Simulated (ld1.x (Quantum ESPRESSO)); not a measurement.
**Bi (Z = 83): variants of one TM potential**

Base potential:

* Element: Bi (Z = 83)
* Generator: ld1.x (Quantum ESPRESSO) 7.5
* Type: norm-conserving Troullier–Martins (Kleinman–Bylander form)
* Functional: LDA (PZ)
* Relativity: scalar-relativistic
* Frozen core: [Xe] 4f14 5d10
* Valence charge: 5
* Reference configuration: 6s2 6p3
* Partial waves: 6s (bound): rc 1.45 bohr; 6p (bound): rc 2.20 bohr; 6d channel at 0.25 Ry: rc 2.00 bohr
* Local potential: all-electron potential smoothed inside 1.25 bohr (lloc = -1)
* Core correction: a·sin(br)/r model core inside 0.90 bohr

All-electron outer shells of the reference configuration (LDA (PZ), scalar-relativistic, ld1.x):

| shell | level (eV) | outermost node (bohr) | outermost maximum (bohr) |
| --- | --- | --- | --- |
| 5p | -95.96 | 0.48 | 0.86 |
| 5d | -27.18 | 0.51 | 1.03 |
| 6s | -14.76 | 0.98 | 1.86 |
| 6p | -4.77 | 1.14 | 2.44 |

Cutoffs, loose and tight: the cutoffs (Ry, on a coarse ladder) from which the occupation-weighted sum of valence levels, in a spherical-Bessel basis at the reference potential, stays within 10 and 1 mRy of its value at 400 Ry. They do not see the model core or the augmentation charge, which bear on the density cutoff. Test errors are all-electron minus pseudo excitation energies from the reference, over the configurations 6s2 6p2; 6s2 6p1; 6s2 6p0; 6s2 6p3.3; 6s1 6p4; 6s1 6p3; 6s1 6p0 (two spin-polarised tests are not counted in the largest error). A dash means not determined; rows that change the core or the reference have their own tests. The largest error is taken over the tests solved by every variant that gives reliable tests at all: 6s1 6p0; 6s2 6p0; 6s2 6p3.3.

A true bound ghost makes a file unfit for plane-wave use even where its test errors are small: the radial tests pick states by their node count and pass the ghost by. Where a test does run into it, the solver fails or the error is huge.

```tsv
change	outcome	cutoff, loose	cutoff, tight	bound ghosts	largest test error (meV)
base	generated	45 Ry	160 Ry	d, s, p	-840
reference 6s2 6p2.5	generated	50 Ry	160 Ry	d, s, p	-205
local potential the d channel	generated	60 Ry	160 Ry	s, p	-882
wave 6d channel at 0.25 Ry: rc 2.00 bohr becomes 6d channel at 2.47 Ry: rc 2.00 bohr	generated	45 Ry	160 Ry	s, p	-840
wave 6d channel at 0.25 Ry: rc 2.00 bohr becomes 6d channel at 0.25 Ry: rc 1.32 bohr	generated	45 Ry	160 Ry	s, p, d	-840
wave 6p (bound): rc 2.20 bohr becomes 6p (bound): rc 1.60 bohr	generated	100 Ry	160 Ry	d, s, p	-996
core [Xe] 4f14, valence charge 15; reference 5d10 6s2 6p3; waves now 6p (bound): rc 2.40 bohr; 5d (bound): rc 1.85 bohr; 5f channel at 0.45 Ry: rc 2.15 bohr; 6s (bound): rc 1.50 bohr; local potential the s channel; core correction a·sin(br)/r model core inside 0.95 bohr	generated	60 Ry	140 Ry	none	-98
```

**Question.** What comes out with this change to the base: local potential all-electron potential smoothed inside 0.82 bohr (lloc = -1)?

**Answer.** outcome: generated; cutoff, loose: 40 Ry; cutoff, tight: 160 Ry; bound ghosts: s, p, d; largest test error (meV): -866.

**Question.** What comes out with this change to the base: wave 6s (bound): rc 1.45 bohr becomes 6s (bound): rc 1.88 bohr?

**Answer.** outcome: generated; cutoff, loose: 25 Ry; cutoff, tight: 35 Ry; bound ghosts: s, d, p; largest test error (meV): -818.
